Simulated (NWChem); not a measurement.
Molecule: C₃H₅ClSi; SMILES C(=C(Cl)[SiH3])=C

Results from NWChem. All runs use the structure optimised with PBE0/def2-SVP. Level: PBE0/def2-SVP with SMD (1 M gas to 1 M solution), gas-phase geometry. Reactions with the solvent are ignored.

For solvent water:

```yaml
solvation free energy (kcal/mol): 2.0
cavity-dispersion-structure term (kcal/mol): 4.4
dipole in solution (D): 2.46
```

Q: How do the values read with solvent toluene instead?

A: 
| Item | Value |
|---|---|
| solvation free energy (kcal/mol) | -2.6 |
| cavity-dispersion-structure term (kcal/mol) | -1.3 |
| dipole in solution (D) | 2.08 |
